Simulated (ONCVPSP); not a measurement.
Ranking ONCV potentials for C (Z = 6)

All share these settings but for the change named:

carbon (C), optimised norm-conserving Vanderbilt (ONCV), made with ONCVPSP 4.0.1 (PBE, scalar-relativistic). Core [He], reference 2s2 2p1.5 (charge +0.5). Waves: 2s: rc 1.25 bohr, ncon 4, nbas 7, qcut 5.1 1/bohr, 2 projectors, debl 3.8 Ha; 2p: rc 2.00 bohr, ncon 4, nbas 7, qcut 7.5 1/bohr, 1 projector. Local part: polynomial inside 1.15 bohr (lpopt 5, dvloc0 6 Ha). Core correction: none.

Test errors are all-electron minus pseudo excitation energies from the reference, over 2s2 2p2; 2s2 2p1; 2s2 2p0; 2s1 2p2. None of these files shows a bound ghost.

The base gives 210.1 meV.

Of 7 variants that were run, those that failed, showed a ghost or another fault, or gave nearly equal values are left out.

A variant can come out equal or close to the base, since the largest error may sit in a test that the change hardly touches while other tests move.

Task: Rank these variants by their largest absolute test error, smallest first.
A. s: debl 4.35
B. s: qcut 3.3; p: qcut 4.8
C. p: rc 2.92

Result: A (210.1 meV), B (353.7 meV), C (506.1 meV).
